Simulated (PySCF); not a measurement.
# `[C@@H]1(F)[C@@H](C#C)C1=C`, C$_{6}$H$_{5}$F

Molfile (atoms numbered from 1):
```
C6H5F
     RDKit          3D

 12 12  0  0  0  0  0  0  0  0999 V2000
    2.7150   -0.0377   -0.4607 C   0  0  0  0  0  0  0  0  0  0  0  0
    1.5490    0.2288   -0.5251 C   0  0  0  0  0  0  0  0  0  0  0  0
    0.1550    0.5429   -0.5754 C   0  0  1  0  0  0  0  0  0  0  0  0
   -0.8398   -0.3130    0.1089 C   0  0  0  0  0  0  0  0  0  0  0  0
   -1.5185   -1.4295    0.1325 C   0  0  0  0  0  0  0  0  0  0  0  0
   -0.5487    0.9926    0.6996 C   0  0  2  0  0  0  0  0  0  0  0  0
   -1.4718    1.9961    0.6023 F   0  0  0  0  0  0  0  0  0  0  0  0
    3.7383   -0.2636   -0.4223 H   0  0  0  0  0  0  0  0  0  0  0  0
   -0.1651    1.0203   -1.4969 H   0  0  0  0  0  0  0  0  0  0  0  0
   -2.2502   -1.6279    0.8990 H   0  0  0  0  0  0  0  0  0  0  0  0
   -1.3708   -2.1934   -0.6136 H   0  0  0  0  0  0  0  0  0  0  0  0
    0.0086    1.0838    1.6258 H   0  0  0  0  0  0  0  0  0  0  0  0
  1  2  3  0
  2  3  1  0
  3  4  1  0
  4  5  2  0
  4  6  1  0
  6  7  1  0
  6  3  1  0
  1  8  1  0
  3  9  1  6
  5 10  1  0
  5 11  1  0
  6 12  1  1
M  END
```

Theory: TDDFT wB97X-D/aug-cc-pVDZ circular dichroism and optical rotation, one conformer, gas phase in PySCF 2.14.0. Geometry: GFN2-xTB.

**Question.** Assign R or S to each stereocentre.

**Answer.** C3 S, C6 R.

**Question.** List the lowest 12 singlet excitations with oscillator and rotatory strengths.

**Answer.** Rotatory strengths R in 10⁻⁴⁰ esu² cm², velocity form and length form (origin at the centre of mass); f in length form.
```csv
state,E (eV),λ (nm),f,R (velocity),R (length),main
1,5.87,211,0.0007,+7.0,+7.8,HOMO→LUMO 0.68
2,6.03,206,0.006,-16.2,-15.5,"HOMO−1→LUMO 0.61, HOMO−3→LUMO 0.15"
3,6.54,189,0.003,+10.9,+11.0,"HOMO→LUMO+7 0.20, HOMO−1→LUMO+6 0.20"
4,6.74,184,0.028,-26.8,-27.0,"HOMO→LUMO+6 0.23, HOMO→LUMO+7 0.12"
5,6.81,182,0.010,+5.2,+5.4,HOMO−1→LUMO+6 0.48
6,7.02,177,0.016,+23.2,+22.8,HOMO→LUMO+1 0.63
7,7.12,174,0.440,-54.3,-54.9,HOMO−2→LUMO 0.82
8,7.30,170,0.052,+36.2,+36.6,HOMO−1→LUMO+1 0.66
9,7.54,164,0.013,+9.9,+10.3,"HOMO−3→LUMO 0.52, HOMO−1→LUMO 0.20"
10,7.59,163,0.053,-0.5,-0.5,"HOMO−2→LUMO+1 0.56, HOMO−2→LUMO+2 0.24"
11,7.73,160,0.005,+5.0,+5.1,"HOMO→LUMO+2 0.37, HOMO→LUMO+3 0.35"
12,7.82,159,0.007,-3.6,-3.5,"HOMO→LUMO+4 0.41, HOMO→LUMO+5 0.21"
```

Among the states computed, the strongest CD band (largest |R|) is state 7. The largest dissymmetry factor in size, g = 4R/(D+G), with D and G the electric and magnetic dipole strengths, is +0.11 for state 1 (velocity form, f = 0.0006), among bands with |R| over 0.5. The mirror image has the same energies and oscillator strengths and all R with the opposite sign.
